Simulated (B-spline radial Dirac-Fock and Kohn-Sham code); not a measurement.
**Relativistic shifts of the levels of Hg⁶⁺**

System: the Hg⁶⁺ ion in the configuration [Xe] 4f14 5d6.

Both columns are ΔSCF binding energies of the configuration average from an atomic code on a B-spline grid: non-relativistic Hartree-Fock with a point nucleus, and Dirac-Fock with a finite nucleus and the Coulomb interaction alone, averaged over the two j levels with weights 2j+1.

| shell | Hartree-Fock (eV) | Dirac-Fock (eV) | shift (eV) | shift (%) |
| --- | --- | --- | --- | --- |
| 1s | 75621.3 | 83652.8 | +8031.42 | +10.62 |
| 2s | 12849.8 | 15009.2 | +2159.34 | +16.80 |
| 2p | 12341.2 | 13069.6 | +728.37 | +5.90 |
| 3s | 3140.8 | 3682.2 | +541.40 | +17.24 |
| 3p | 2900.5 | 3105.5 | +204.94 | +7.07 |
| 3d | 2456.9 | 2436.2 | -20.66 | -0.84 |
| 4s | 774.1 | 911.5 | +137.32 | +17.74 |
| 4p | 668.8 | 717.8 | +49.01 | +7.33 |
| 4d | 475.8 | 469.4 | -6.40 | -1.35 |
| 4f | 214.8 | 198.6 | -16.15 | -7.52 |
| 5s | 195.2 | 222.2 | +26.97 | +13.81 |
| 5p | 157.4 | 165.2 | +7.80 | +4.95 |
| 5d | 98.43 | 96.47 | -1.96 | -1.99 |

Relativity binds 1s, 2s, 2p, 3s, 3p, 4s, 4p, 5s, 5p more strongly, among those listed most of all 4s in relative terms, and 3d, 4d, 4f, 5d more weakly, because the contracted s and p shells screen the nucleus better.

Values without a named source are computed, but for edge energies of neutral atoms, which are taken from tables.
